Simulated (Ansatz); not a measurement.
Born–Oppenheimer molecular dynamics of C$_{2}$H$_{8}$AlBSi (13 atoms, charge 0, multiplicity 1). It starts from a relaxed structure.

The calculation used RKS PBE0/6-31G in Ansatz 0.2.0.

```yaml
ensemble: NVT, Langevin thermostat
time_step: 0.5 fs
steps_asked: 150
set_temperature: 500 K
friction: 0.02 /fs
seed: 372453
```

First frame:

```xyz
13
Properties=species:S:1:pos:R:3
Al 0.657 1.378 1.278
C 0.136 -0.038 0.054
Si -1.734 -0.159 -0.215
B 0.940 -1.336 0.071
C 1.143 -0.395 -1.122
H -0.427 2.047 2.260
H 2.195 1.855 1.274
H -2.444 -0.475 1.074
H -2.304 1.126 -0.760
H -2.049 -1.246 -1.214
H 1.154 -2.362 0.622
H 0.720 -0.655 -2.093
H 2.034 0.226 -1.214
```

(1) How far do the bonds stretch over the last three quarters of this one trajectory? (Pairs bonded in most of those frames.)

Answers

(1) 
| bond | mean (Å) | spread (Å) | shortest | longest |
| --- | --- | --- | --- | --- |
| Al1–C2 | 2.047 | 0.074 | 1.92 | 2.16 |
| Al1–H6 | 1.610 | 0.034 | 1.55 | 1.68 |
| Al1–H7 | 1.643 | 0.134 | 1.44 | 1.85 |
| C2–Si3 | 1.943 | 0.060 | 1.88 | 2.05 |
| C2–B4 | 1.542 | 0.021 | 1.50 | 1.58 |
| C2–C5 | 1.607 | 0.034 | 1.55 | 1.67 |
| Si3–H8 | 1.509 | 0.042 | 1.44 | 1.59 |
| Si3–H9 | 1.510 | 0.048 | 1.41 | 1.62 |
| Si3–H10 | 1.516 | 0.022 | 1.47 | 1.56 |
| B4–C5 | 1.534 | 0.015 | 1.51 | 1.56 |
| B4–H11 | 1.188 | 0.034 | 1.13 | 1.26 |
| C5–H12 | 1.093 | 0.024 | 1.05 | 1.14 |
| C5–H13 | 1.094 | 0.022 | 1.06 | 1.13 |

Mean temperature of the second half: 412 K. The mean temperature of the second half is 18 % below the set value. A run of 0.075 ps of so small a system gives no equilibrium averages. Limits of this set-up: no polarisation functions.

Time of the run: 7.2 min on 1 CPU thread of a shared host.
